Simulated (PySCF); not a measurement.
Excitation energy of V²⁺ by level of theory

V²⁺ [Ar] 3d3 (4F) → V²⁺ [Ar] 3d2 4p1 (high-spin determinant), as a difference of total energies. All numbers are calculated (PySCF 2.14, the non-relativistic Hamiltonian (point nucleus), in def2-QZVPPD (11s6p5d3f2g, 93 functions)). Correlated levels: valence and next inner shell: [Ne] frozen. The calculations carry no spin-orbit coupling.

| method | excitation energy (cm⁻¹) |
| --- | --- |
| UHF | 83823 |
| MP2 (valence and next inner shell) | 88339 |
| SCS-MP2 (valence and next inner shell) | 86955 |
| CCSD (valence and next inner shell) | 87172 |
| CCSD(T) (valence and next inner shell) | 87125 |

The determinant of the upper state mixes LS terms, which raises its energy above the lowest term, most at the Hartree-Fock and MP2 levels.
